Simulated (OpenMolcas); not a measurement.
## C2+: effect of the level shift or regulariser

```json
{
  "Program": "OpenMolcas",
  "Basis": "ANO-R2 [4s4p2d1f]",
  "Scalar Hamiltonian": "X2C, finite nucleus",
  "Active space": "2 electrons in 8 orbitals (2s 2p 3s 3p)",
  "State averaging": "2S+1 = 3 even, 3 roots; 2S+1 = 1 even, 7 roots; 2S+1 = 3 odd, 3 roots; 2S+1 = 1 odd, 3 roots",
  "Spin-orbit coupling": "RASSI with atomic mean-field integrals over the reference wave functions, term energies averaged over their components"
}
```

Methods on the same reference wave functions:
A. CASSCF
B. MS-CASPT2, IPEA 0.25 Eh, imaginary shift 0.1 Eh (closed shells correlated: 1s)
C. MS-CASPT2, IPEA 0.25 Eh, sigma2 regulariser 0.3 Eh (closed shells correlated: 1s)

Energies in cm-1 above 2s2 1S0, the measured ground level; measured values from Moore, Selected Tables of Atomic Spectra, NSRDS-NBS 3, section 3.

```json
{"Level": "2s2 1S0", "A": "0.0", "B": "0.0", "C": "0.0", "Measured": "0.0"}
{"Level": "2s 2p 3P* 0", "A": "52914", "B": "52588", "C": "52588", "Measured": "52367"}
{"Level": "2s 2p 3P* 1", "A": "52940", "B": "52614", "C": "52614", "Measured": "52391"}
{"Level": "2s 2p 3P* 2", "A": "52992", "B": "52667", "C": "52667", "Measured": "52447"}
{"Level": "2s 2p 1P* 1", "A": "112125", "B": "104371", "C": "104371", "Measured": "102352"}
{"Level": "2p2 3P0", "A": "138989", "B": "138009", "C": "138009", "Measured": "137426"}
{"Level": "2p2 3P1", "A": "139015", "B": "138035", "C": "138035", "Measured": "137454"}
{"Level": "2p2 3P2", "A": "139067", "B": "138087", "C": "138087", "Measured": "137502"}
{"Level": "2p2 1D2", "A": "155403", "B": "147884", "C": "147883", "Measured": "145876"}
{"Level": "2p2 1S0", "A": "191007", "B": "184061", "C": "184061", "Measured": "182520"}
```

Deviations, from unrounded energies. A percentage is the sum of absolute deviations over the sum of measured energies, with the sign that they share, or ± where signs differ.

| Against measurement | Levels | A | B | C |
| --- | --- | --- | --- | --- |
| mean absolute deviation (cm-1) | 9 | 3800 | 890 | 890 |
| other configurations (%) | 9 | +3.4 | +0.8 | +0.8 |

B, C lie about equally close to measurement and A furthest from it. The largest miss of C in the table is 2s 2p 1P* 1, by +2000 cm-1. The ranking rests on the paired levels alone, and a cruder setting can come out closer through cancelling errors.

Between B and C no level of the table moves by more than 5 cm-1.

The two smallest mean deviations differ by little beside CASPT2's spread within terms, so their order carries little weight.

The lowest spin-free term lies below A's lowest term by 0.013 hartree in B, 0.013 hartree in C.

Active for correlation alone: 3p 3s; no level in the range computed is led by a configuration that fills them, so any true level of that kind is missing. Computed and measured levels are paired by configuration, term and J; levels that our copy of the source lacks, or whose pairing is in doubt (as where it misses far off the trend of its configuration), stay unpaired and out of the deviations. Levels of configurations outside the active space are missing.

* marks odd parity.
